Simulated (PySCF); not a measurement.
# C3H7FNSi: g tensor and hyperfine couplings

Species: C3H7FNSi (doublet state).
Structure used (GFN2-xTB), in Å, numbered top down from 1:
```
atom  x, y, z in Å
F1    -1.910   -1.330    0.022
C2    -0.876   -0.500    0.413
C3    -1.042    0.885   -0.246
N4     0.173    1.554   -0.377
Si5    1.527    0.541   -0.112
C6     0.481   -1.058    0.023
H7    -0.967   -0.402    1.501
H8    -1.466    0.732   -1.253
H9    -1.768    1.521    0.278
H10    2.455    0.573   -1.236
H11    2.168    0.831    1.173
H12    0.395   -1.551   -0.945
H13    0.827   -1.795    0.742
```

The hyperfine couplings belong to this conformer and change with its torsions.

Identity: `F[C@@H]1C[N][SiH2]C1` [radical].

Method used: PySCF, UKS B3LYP, pcH-1 on C F H N Si, non-relativistic, mean-field spin-orbit, GIAO. One conformer (not necessarily the lowest) at the GFN2-xTB geometry, without solvent, vibrations or thermal averaging. Couplings are sensitive to structure, and on GFN2-xTB geometries they can be far from those on DFT ones. Stability of the SCF solution: not tested.

* g1, g2, g3: 2.00218, 2.00414, 2.01029
* g_iso: 2.00554
* Form of g: rhombic: the two nearest values differ by 24 % of g3 − g1
* ⟨S²⟩: 0.7538 (exact 0.7500)
* α and β electrons: 28, 27
* Basis functions: 230

Hyperfine couplings atom by atom, in MHz; T1 to T3 are the principal values of the dipolar part; ρ(0) is the spin density at the nucleus:

| atom | isotope | a_iso | of which spin–orbit | T1 | T2 | T3 | Mulliken spin population | ρ(0) (bohr⁻³) |
| --- | --- | --- | --- | --- | --- | --- | --- | --- |
| F1 | 19F | -3.8 | -0.1 | -1.6 | 0.2 | 1.3 | 0.00 | -0.0009 |
| C2 | 13C | 0.8 | 0.0 | -1.4 | -0.9 | 2.3 | 0.01 | 0.0007 |
| C3 | 13C | -34.2 | 0.1 | -5.4 | 2.5 | 2.9 | -0.07 | -0.0305 |
| N4 | 14N | 28.5 | 0.2 | -39.0 | -38.4 | 77.3 | 0.87 | 0.0876 |
| Si5 | 29Si | 42.7 | -0.1 | -1.6 | -0.8 | 2.4 | -0.03 | -0.0481 |
| C6 | 13C | -2.1 | 0.0 | -1.1 | -0.4 | 1.5 | 0.00 | -0.0019 |
| H7 | 1H | -0.3 | 0.0 | -2.7 | -2.3 | 5.1 | 0.00 | -0.0001 |
| H8 | 1H | 221.6 | 0.0 | -7.4 | -3.3 | 10.6 | 0.09 | 0.0496 |
| H9 | 1H | 113.5 | 0.0 | -6.5 | -3.9 | 10.4 | 0.05 | 0.0254 |
| H10 | 1H | 50.6 | 0.0 | -3.8 | -2.3 | 6.1 | 0.03 | 0.0113 |
| H11 | 1H | 88.6 | 0.0 | -4.0 | -1.8 | 5.8 | 0.05 | 0.0198 |
| H12 | 1H | -0.4 | 0.0 | -2.4 | -1.8 | 4.1 | 0.00 | -0.0001 |
| H13 | 1H | 2.5 | 0.0 | -1.6 | -1.3 | 2.9 | 0.00 | 0.0006 |

Largest spin populations (Mulliken): N4 (+0.87), H8 (+0.09) and C3 (-0.07). N4 is the only atom above +0.15. The positive populations add up to 1.11 and the negative ones to -0.11, together 2S = 1.

Under fast tumbling the dipolar parts average out, and these isotropic splittings remain (the largest six): 1 × 1H (H8, I = 1/2, 2 lines) with 7.90 mT, 1 × 1H (H9, I = 1/2, 2 lines) with 4.04 mT, 1 × 1H (H11, I = 1/2, 2 lines) with 3.16 mT, 1 × 1H (H10, I = 1/2, 2 lines) with 1.80 mT, 1 × 14N (N4, I = 1, 3 lines) with 1.01 mT and 1 × 19F (F1, I = 1/2, 2 lines) with 0.13 mT.

The 13C coupling of C3 (-34.2 MHz) shows only in satellite lines or after enrichment, since that isotope makes up about 1.07 % of natural carbon.

The 29Si coupling of Si5 (42.7 MHz) shows only in satellite lines or after enrichment, since that isotope makes up about 4.7 % of natural silicon.

Hardware: one thread, Arm Neoverse V2 (aarch64) (shared host). Cost: 38 s wall (with the writing of density and orbital grids), 0.91 GiB resident at most.
